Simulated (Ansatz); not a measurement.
System: C$_{2}$HCl$_{4}$, charge -1, multiplicity 1. It need not be the lowest isomer of its formula. Whether it binds its extra electron was not tested at this geometry. SMILES: Cl[C-](Cl)C(Cl)Cl
Geometry from a B3LYP-D3(BJ)/def2-TZVP (Ansatz, a program for electronic structure) optimisation:
```xyz
7

C     -0.8289     0.0403     0.2754
C      0.6530    -0.0463    -0.0256
Cl     1.3339    -1.6179     0.5974
Cl     1.5492     1.2975     0.8186
Cl    -1.5479    -1.3089    -0.8323
Cl    -1.3307     1.6309    -0.6093
H      0.9786     0.0085    -1.0645
```
Charge -1, spin multiplicity 1.

Parts of the frozen-core correlation energy in aug-cc-pV(D+d)Z (Ansatz, hartree). Frozen orbitals: 22; correlated occupied orbitals by spin: 19 and 19; virtual: 142 and 142. No spin-orbit coupling. Non-relativistic.

| term | value |
|---|---|
| reference (HF) | -1914.32683 |
| MP2 opposite-spin | … |
| MP2 same-spin | … |
| CCSD correlation | … |
| (T) | -0.03986 |
| T1 diagnostic | 0.014 |
| largest doubles amplitude | 0.027 |

Complete the blanks.


- MP2 opposite-spin, value: -0.65691
- MP2 same-spin, value: -0.24993
- CCSD correlation, value: -0.96159
